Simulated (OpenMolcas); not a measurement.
## Kr⁶⁺: from CASSCF to CASPT2

| Item | Value |
| --- | --- |
| Program | OpenMolcas 26.06 |
| Basis | ANO-RCC-VTZP [6s5p3d1f] |
| Scalar Hamiltonian | DKH2, point nucleus |
| Active space | 2 electrons in 4 orbitals (4s 4p) |
| State averaging | 2S+1 = 3 even, 3 roots; 2S+1 = 1 even, 7 roots (6 in the spin-orbit step); 2S+1 = 3 odd, 3 roots; 2S+1 = 1 odd, 3 roots |
| Spin-orbit coupling | state interaction with AMFI integrals over the reference wave functions, term energies averaged over their components |

Methods on the same reference wave functions:
A. CASSCF
B. SS-CASPT2, IPEA 0.25 Eh, imaginary shift 0.1 Eh (closed shells correlated: 3d)
C. XMS-CASPT2, IPEA 0.25 Eh, imaginary shift 0.1 Eh (closed shells correlated: 3d)

Energies in cm-1 above 4s2 1S0, the measured ground level; measured values from Saloman, J. Phys. Chem. Ref. Data 36, 215 (2007).

```json
{"Level": "4s2 1S0", "A": "0.0", "B": "0.0", "C": "0.0", "Measured": "0.0"}
{"Level": "4s 4p 3P* 0", "A": "114785", "B": "115070", "C": "115260", "Measured": "117390"}
{"Level": "4s 4p 3P* 1", "A": "117366", "B": "117610", "C": "117810", "Measured": "120095"}
{"Level": "4s 4p 3P* 2", "A": "123188", "B": "123470", "C": "123670", "Measured": "126553"}
{"Level": "4s 4p 1P* 1", "A": "182488", "B": "173970", "C": "173470", "Measured": "170835"}
```

Deviations, from unrounded energies. A percentage is the sum of absolute deviations over the sum of measured energies, with the sign that they share, or ± where signs differ.

```
           Against measurement  Levels     A     B     C
mean absolute deviation (cm-1)       4  5100  2800  2500
      other configurations (%)       4  ±3.8  ±2.1  ±1.9
```

C lies closest to measurement on these levels and A furthest from it. The largest miss of C in the table is 4s 4p 3P* 2, by -2900 cm-1. The ranking rests on the paired levels alone, and a cruder setting can come out closer through cancelling errors.

Between B and C the level of the table that moves most is 4s 4p 1P* 1, by 500 cm-1 (lowest in C, highest in B). Moves below CASPT2's spread within the term are not significant.

The lowest spin-free term lies below A's lowest term by 0.045 hartree in B, 0.046 hartree in C.

Over all roots computed the reference weight is 0.94 to 1.00 in B, 0.86 to 0.99 in C; the roots of lowest weight are the least certain, and an intruder state may touch them. Some high roots are left out of the spin-orbit mixing, which shifts the levels that they would mix with. Measured partners are found by configuration, term and J. A level has none where our copy of the source lacks it or the pairing is in doubt (some pairs that miss far off the trend of their configuration count as doubtful), and it then counts in no deviation. Only configurations of the active space appear. Levels that lie high or do not pair safely by name in every column are left out.

* marks odd parity.
